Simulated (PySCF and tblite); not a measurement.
Values are calculated unless marked as measured or tabulated.
C6H4O3S, numbered as in [O:1]=[C:2]1[CH:3]=[CH:4][C:5](=[O:6])[C:7]([SH:8])=[C:9]1[OH:10].

The ensemble was built from 90 distance-geometry starts (ETKDG and KDG, MMFF94s, GFN2-xTB) and rests on GFN2-xTB geometries. Free energies are PBE0-D3(BJ)/def2-SVP (IEF-PCM, dimethylsulfoxide) single points with GFN2-xTB rigid-rotor and vibrational terms (modes under about 100 cm⁻¹ blended into free rotors). Symmetry numbers and mirror images are counted. Conformers within 2.5 kcal/mol (GFN2-xTB free energy) were kept, 4 at most. GIAO shieldings: wB97X-D/pcSseg-1 (IEF-PCM, dimethylsulfoxide). Shifts are against TMS (¹H), TMS (¹³C) at the same level. Codes: tblite and PySCF.

Question: List the conformer-averaged shifts at 298.15 K.

Answer: ¹H: 7.20 (H4, 1H), 7.10 (H3, 1H) ppm. ¹³C: 191.5 (C5), 191.3 (C2), 158.1 (C9), 148.2 (C4), 142.9 (C3), 125.5 (C7) ppm.

Question: How do the conformers differ?

Answer: Torsions listed: C5–C7–S8–H8, C2–C9–O10–H10. The 6-ring runs over atoms 2–3–4–5–7–9.
```csv
conformer,shape,weight %
1,"6-ring flat; 0°, 0°",80.0
2,"6-ring flat; 180°, 0°",20.0
```

```json
{"signal": "H3", "1": "7.10", "2": "7.10", "average": "7.10"}
{"signal": "H4", "1": "7.23", "2": "7.09", "average": "7.20"}
{"signal": "C2", "1": "191.4", "2": "190.8", "average": "191.3"}
{"signal": "C3", "1": "143.0", "2": "142.3", "average": "142.9"}
{"signal": "C4", "1": "148.0", "2": "148.8", "average": "148.2"}
{"signal": "C5", "1": "191.2", "2": "192.8", "average": "191.5"}
{"signal": "C7", "1": "125.0", "2": "127.3", "average": "125.5"}
{"signal": "C9", "1": "158.2", "2": "157.7", "average": "158.1"}
```

The minima are those of GFN2-xTB; planar forms about aryl–S or allylic bonds may be saddles in DFT. H on N, O and S are left out: they exchange, and hydrogen bonds move them by several ppm. Shifts are unscaled: against experiment ¹³C can be off by 15 ppm or more and ¹H by 0.8 ppm.


Conformer gaps in def2-SVP on xTB geometries can be 2 kcal/mol too large for S=O, P=O and other polar bonds.